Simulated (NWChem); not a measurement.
# MgHOF; SMILES [OH][Mg][F]

```xyz
4

Mg     0.1412    -0.2608     0.0000
F     -0.3352    -1.9546     0.0000
O      0.6156     1.4262     0.0000
H      0.8732     2.3410     0.0000
```
Atoms are numbered in this order, from 1.

Geometry: optimised at PBE0/def2-SVP.

**Question.** List the 6 lowest vertical singlet excitations from LDA (Slater exchange, VWN5)/def2-SVP, TDA (NWChem).

**Answer.** 
| state | energy (eV) | oscillator strength | leading excitation (squared amplitude) |
|---|---|---|---|
| S1 | 4.54 | 0.042 | HOMO → LUMO (0.99) |
| S2 | 4.54 | 0.042 | HOMO−1 → LUMO (0.99) |
| S3 | 5.89 | 0.046 | HOMO−2 → LUMO (0.90) |
| S4 | 5.89 | 0.046 | HOMO−3 → LUMO (0.90) |
| S5 | 6.62 | 0.000 | HOMO−1 → LUMO+2 (0.39) |
| S6 | 6.66 | 0.000 | HOMO−1 → LUMO+1 (0.27) |
